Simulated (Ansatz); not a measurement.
`C[SiH](O)Br` and `N[SiH](O)Br` differ in one atom or group.

Ansatz, PBE0-D4/def2-TZVP geometries, multiplicity 1. Each molecule was computed in one conformer, which needn't be the lowest.

Scalar relativity is left out up to krypton.

```json
{"property": "HOMO energy (PBE/def2-TZVPP) / eV", "`C[SiH](O)Br`": "-6.94"}
{"property": "zero-point energy (PBE0-D4/def2-TZVP) / kJ/mol", "`C[SiH](O)Br`": "160.2"}
{"property": "HOMO–LUMO gap (PBE/def2-TZVPP) / eV", "`C[SiH](O)Br`": "6.58"}
{"property": "LUMO energy (PBE/def2-TZVPP) / eV", "`C[SiH](O)Br`": "-0.36"}
{"property": "size of the dipole moment (ωB97M-V/def2-TZVPP) / D", "`C[SiH](O)Br`": "2.01"}
{"property": "HOMO energy (PBE0/def2-TZVPP) / eV", "`C[SiH](O)Br`": "-8.23"}
```

Task: What does the change do to each property? (Best estimate.)

Result: The calculation gave: 
```tsv
property	`N[SiH](O)Br`	shift
HOMO energy (PBE/def2-TZVPP) / eV	-6.52	0.42
zero-point energy (PBE0-D4/def2-TZVP) / kJ/mol	133.2	-27.0
HOMO–LUMO gap (PBE/def2-TZVPP) / eV	6.33	-0.25
LUMO energy (PBE/def2-TZVPP) / eV	-0.19	0.17
size of the dipole moment (ωB97M-V/def2-TZVPP) / D	2.62	0.61
HOMO energy (PBE0/def2-TZVPP) / eV	-7.99	0.24
```

With PBE0 the HOMO rises by 0.24 eV and the LUMO rises by 0.15 eV, so the gap narrows by about 0.09 eV. PBE moves the HOMO by 0.42 eV and ωB97M-V by 0.09 eV. The zero-point energy changes by -27.0 kJ/mol with -3 modes. Dipoles are sizes alone; their direction can turn.

Spin–orbit coupling is left out; it splits and shifts lone-pair levels of the heavy atoms by tenths of an eV.
